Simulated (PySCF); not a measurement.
An equivalent PySCF input for Bi+ (bismuth, charge +1), [Xe] 4f14 5d10 6s2 6p2, high-spin 3P determinant, with a scalar-relativistic core potential:

```python
from pyscf import gto, scf, dft, mp, cc
import basis_set_exchange as bse
txt = bse.get_basis("aug-cc-pV5Z-PP", elements=["Bi"], fmt="nwchem", header=False)
cut = txt.index("\nECP")
mol = gto.M(atom="Bi 0 0 0", charge=1, spin=2, symmetry="D2h",
            basis=gto.basis.parse(txt[:cut]),
            ecp={"Bi": gto.basis.parse_ecp(txt[cut:])})
mf = dft.UKS(mol, xc="MN15")
mf.irrep_nelec = {'Ag': (4, 4), 'B1g': (1, 1), 'B2g': (1, 1), 'B3g': (1, 1), 'B1u': (2, 1), 'B2u': (2, 1), 'B3u': (1, 1)}
mf.kernel()
```

It reaches the same state as the run whose output follows, with an energy that differs only through the grid. The run itself started from symmetry-adapted Hartree-Fock orbitals and held the occupation by maximum overlap, on a logarithmic radial grid, so the iterations belong to that start.

```
SCF conv_tol = 1e-09
number electrons alpha = 12  beta = 10
XC functionals = MN15
    H. S. Yu, X. He, S. L. Li, and D. G. Truhlar.,  Chem. Sci. 7, 5032-5051 (2016)
    H. S. Yu, X. He, S. L. Li, and D. G. Truhlar.,  Chem. Sci. 7, 5032-5051 (2016)
cycle= 1 E= -213.873686191821  delta_E= -0.0204  |g|= 0.105  |ddm|= 1.79
cycle= 2 E= -213.874709165774  delta_E= -0.00102  |g|= 0.0752  |ddm|= 0.592
cycle= 3 E= -213.875813629958  delta_E= -0.0011  |g|= 0.00167  |ddm|= 0.233
cycle= 4 E= -213.875815076831  delta_E= -1.45e-06  |g|= 0.000199  |ddm|= 0.0113
cycle= 5 E= -213.875815105739  delta_E= -2.89e-08  |g|= 2.41e-05  |ddm|= 0.00201
cycle= 6 E= -213.875815106346  delta_E= -6.07e-10  |g|= 2.2e-06  |ddm|= 0.000274
converged SCF energy = -213.875815106346  <S^2> = 2.0025574  2S+1 = 3.0017045
```

Energies and moments cover only the electrons outside the core potential. Spin-orbit coupling is strong in this species (close to jj coupling), so the high-spin LS determinant is a model state, not a physical level.
